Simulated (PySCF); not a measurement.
A geometry optimisation, step by step.

Compound: Be3 (charge -1 and doublet state).
SMILES with atom numbers: `[Be:1]1[Be:2][Be-:3]1`

Method: PBE0-D3(BJ)/def2-SVP geometry optimisation, gas phase (PySCF); unrestricted, density fitting, grid level 1; the optimiser is geomeTRIC in internal coordinates, started from a GFN2-xTB structure with every atom displaced at random (about 0.01 Å). 14 of its 24 geometries are shown. The frame can shift and turn from step to step; on so coarse a grid that alone can change the energy by a few meV, and forces under 0.02 eV/Å are noise.

Step 0: E = -1194.0734 eV, largest atomic force 0.224 eV/Å
```
atom  x, y, z in Å  |  force x, y, z in eV/Å
Be1    -1.138    2.335   -0.022    0.100  -0.201   0.001
Be2    -1.461   -2.195   -0.057    0.124   0.185   0.004
Be3     2.605   -0.174    0.060   -0.223   0.016  -0.006
```

Step 2: E = -1194.1678 eV, largest atomic force 0.286 eV/Å
```
atom  x, y, z in Å  |  force x, y, z in eV/Å
Be1    -1.176    2.416   -0.023    0.107  -0.217   0.002
Be2    -1.187   -2.111   -0.049    0.179   0.223   0.006
Be3     2.370   -0.341    0.053   -0.286  -0.005  -0.007
```

Step 4: E = -1194.5596 eV, largest atomic force 0.575 eV/Å
```
atom  x, y, z in Å  |  force x, y, z in eV/Å
Be1    -1.236    2.546   -0.024    0.118  -0.241   0.002
Be2    -0.644   -1.923   -0.034    0.441   0.369   0.013
Be3     1.886   -0.658    0.039   -0.560  -0.128  -0.015
```

Step 5: E = -1194.6603 eV, largest atomic force 0.881 eV/Å
```
atom  x, y, z in Å  |  force x, y, z in eV/Å
Be1    -1.262    2.606   -0.024    0.123  -0.250   0.002
Be2    -0.306   -1.794   -0.025   -0.835  -0.268  -0.023
Be3     1.574   -0.847    0.030    0.712   0.518   0.022
```

Step 7: E = -1194.7304 eV, largest atomic force 0.293 eV/Å
```
atom  x, y, z in Å  |  force x, y, z in eV/Å
Be1    -1.242    2.563   -0.024    0.120  -0.243   0.002
Be2    -0.466   -1.846   -0.029    0.173   0.235   0.006
Be3     1.714   -0.751    0.034   -0.292   0.008  -0.007
```

Step 9: E = -1194.7579 eV, largest atomic force 0.282 eV/Å
```
atom  x, y, z in Å  |  force x, y, z in eV/Å
Be1    -1.234    2.550   -0.024    0.125  -0.253   0.002
Be2    -0.418   -1.815   -0.028    0.005   0.157   0.001
Be3     1.658   -0.770    0.032   -0.130   0.096  -0.003
```

Step 11: E = -1194.9181 eV, largest atomic force 0.708 eV/Å
```
atom  x, y, z in Å  |  force x, y, z in eV/Å
Be1    -1.057    2.218   -0.021    0.212  -0.432   0.003
Be2    -0.415   -1.611   -0.027   -0.686  -0.094  -0.019
Be3     1.478   -0.642    0.028    0.474   0.525   0.016
```

Step 12: E = -1195.0848 eV, largest atomic force 2.097 eV/Å
```
atom  x, y, z in Å  |  force x, y, z in eV/Å
Be1    -0.866    1.859   -0.018    0.401  -0.831   0.006
Be2    -0.420   -1.396   -0.026   -1.983  -0.545  -0.056
Be3     1.292   -0.498    0.025    1.582   1.376   0.051
```

Step 14: E = -1195.9328 eV, largest atomic force 2.664 eV/Å
```
atom  x, y, z in Å  |  force x, y, z in eV/Å
Be1    -0.553    1.279   -0.013    0.049  -0.534  -0.002
Be2    -0.530   -1.107   -0.028   -2.349  -0.808  -0.069
Be3     1.088   -0.207    0.021    2.300   1.342   0.070
```

Step 16: E = -1196.1703 eV, largest atomic force 0.914 eV/Å
```
atom  x, y, z in Å  |  force x, y, z in eV/Å
Be1    -0.609    1.361   -0.014    0.305  -0.862   0.003
Be2    -0.684   -1.224   -0.032    0.003   0.596   0.003
Be3     1.299   -0.172    0.027   -0.308   0.265  -0.006
```

Step 18: E = -1196.3209 eV, largest atomic force 0.479 eV/Å
```
atom  x, y, z in Å  |  force x, y, z in eV/Å
Be1    -0.566    1.233   -0.013    0.118  -0.465   0.000
Be2    -0.683   -1.133   -0.032   -0.123   0.291  -0.002
Be3     1.255   -0.135    0.026    0.005   0.173   0.002
```

Step 19: E = -1196.3483 eV, largest atomic force 0.295 eV/Å
```
atom  x, y, z in Å  |  force x, y, z in eV/Å
Be1    -0.554    1.190   -0.013    0.036  -0.293  -0.001
Be2    -0.687   -1.101   -0.032   -0.142   0.178  -0.003
Be3     1.247   -0.123    0.026    0.106   0.115   0.004
```

Step 21: E = -1196.3635 eV, largest atomic force 0.093 eV/Å
```
atom  x, y, z in Å  |  force x, y, z in eV/Å
Be1    -0.551    1.143   -0.014   -0.014  -0.032  -0.001
Be2    -0.703   -1.068   -0.032   -0.074   0.003  -0.002
Be3     1.260   -0.110    0.026    0.088   0.029   0.003
```

Step 23: E = -1196.3646 eV, largest atomic force under 0.02 eV/Å
```
atom  x, y, z in Å  |  force x, y, z in eV/Å
Be1    -0.553    1.136   -0.014    0.007  -0.001   0.000
Be2    -0.713   -1.064   -0.032   -0.006  -0.005   0.000
Be3     1.272   -0.107    0.027   -0.001   0.006   0.000
```

**Question.** Summarise the path.

**Answer.** The energy falls by 52.84 kcal/mol from step 0 to step 23; nine tenths of that is first reached at step 16. It rises by more than 0.2 meV at step 15. The largest force goes from 0.224 to under 0.02 eV/Å. Among the bonds Be2–Be3 changes most (a near tie, within 0.001 Å, with another), from 4.542 to 2.205 Å; the atoms move by 1.341 Å rms after alignment.

**Question.** Follow the three bonds and two angles with the largest change from start to end.

**Answer.** 
```tsv
step	E above end (kcal/mol)	largest force (eV/Å)	Be2–Be3 (Å)	Be1–Be2 (Å)	Be1–Be3 (Å)	Be1–Be2–Be3 (°)	Be2–Be1–Be3 (°)
0	52.84	0.224	4.542	4.541	4.507	59.5	60.3
1	52.04	0.246	4.306	4.535	4.500	61.1	56.9
2	50.66	0.286	3.974	4.527	4.492	63.4	52.3
3	47.95	0.373	3.502	4.518	4.483	66.6	45.8
4	41.62	0.575	2.830	4.509	4.474	71.0	36.7
5	39.30	0.881	2.106	4.502	4.468	75.5	27.2
6	38.63	0.430	2.570	4.489	4.454	72.5	33.4
7	37.69	0.293	2.441	4.477	4.441	73.3	31.8
8	37.32	0.291	2.226	4.441	4.404	74.5	29.1
9	37.05	0.282	2.325	4.440	4.403	73.9	30.5
10	36.89	0.288	2.315	4.418	4.379	73.8	30.5
11	33.36	0.708	2.127	3.883	3.822	72.4	32.0
12	29.51	2.097	1.935	3.286	3.196	70.1	34.7
13	25.57	4.285	1.755	2.693	2.566	66.7	38.9
14	9.96	2.664	1.852	2.387	2.214	61.5	47.3
15	12.80	1.042	2.415	2.872	2.744	61.8	50.9
16	4.48	0.914	2.245	2.586	2.447	60.4	52.9
17	2.71	1.338	2.027	2.171	2.057	58.5	57.2
18	1.01	0.479	2.180	2.369	2.278	59.9	55.9
19	0.38	0.295	2.168	2.295	2.230	59.9	57.2
20	0.15	0.233	2.165	2.174	2.171	60.0	59.8
21	0.03	0.093	2.184	2.216	2.202	60.1	59.2
22	0.01	0.042	2.195	2.211	2.207	60.1	59.6
23	0.00	under 0.02	2.205	2.206	2.209	60.1	59.9
```

The cost below is that of the whole optimisation. Time: 10 s; peak memory 0.24 GiB. Hardware: an Intel Xeon Platinum 8375C at 2.90 GHz with one thread, shared host with 64 logical CPUs at a one-minute load of 3.6.
